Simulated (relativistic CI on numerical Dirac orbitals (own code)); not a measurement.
## Slater and spin-orbit integrals, N⁺

Calculated at this level of theory: Dirac-Coulomb-Breit CI, separate exchange-only KLI orbitals for each configuration, a model potential for QED, valence Slater integrals scaled by 0.85, P86 correlation energy added to each configuration (own radial code, finite nucleus).

Slater integrals F^k, G^k are unscaled and averaged over j, outside the closed core 1s2; ζ comes from projecting the Hamiltonian with its Breit term on Σ l·s of the shell.

- 2s2 2p2: F^2(2p,2p) = 72670, ζ(2p) = 92.613 cm⁻¹; <r>(2p) = 1.268, <r^2>(2p) = 2.019 (bohr units).
- 2s 2p3: F^2(2p,2p) = 72447, G^1(2s,2p) = 97592, ζ(2p) = 90.158 cm⁻¹; <r>(2s) = 1.244, <r^2>(2s) = 1.848, <r>(2p) = 1.272, <r^2>(2p) = 2.034 (bohr units).
- 2s2 2p 3s: ζ(2p) = 115.61, G^1(2p,3s) = 5080.2 cm⁻¹; <r>(2p) = 1.154, <r^2>(2p) = 1.658, <r>(3s) = 3.869, <r^2>(3s) = 17.02 (bohr units).

In this model ζ of a weakly bound d, f or g electron outside closed shells comes out too small, for d by up to a factor of two or three and at times with the wrong sign; that of an outer p electron is too small as well.

Correlation outside the listed configurations is missing or only estimated: errors of thousands of cm⁻¹ between configurations and terms are usual at this charge. Rates and lifetimes follow the computed energies and can be off by large factors. The fine structure of a lone outer electron comes out too small, for d and f at times inverted, and misplaced configurations move strength between like terms. 29 of the 39 excited levels that our extract of the measured tables holds in this range could be paired (the sources list more); they are missed by 4081 cm⁻¹ on average and 5640 at most, and levels without a partner can miss by more.

Averages of the first 10 configurations, taken without configuration mixing, which lowers the lowest level and can move excited configurations by several eV; other configurations of the list can lie among them:

```tsv
Configuration	Parity	States	Average energy above the lowest level (eV)
2s2 2p2	even	15	1.4
2s 2p3	odd	40	13.7
2s2 2p 3s	odd	12	19.2
2s2 2p 3p	even	36	21.7
2s2 2p 3d	odd	60	23.9
2p4	even	15	29.5
2s2 2p 4s	odd	12	25.1
2s2 2p 4p	even	36	26.0
2s2 2p 4d	odd	60	26.8
2s2 2p 4f	even	84	27.1
```
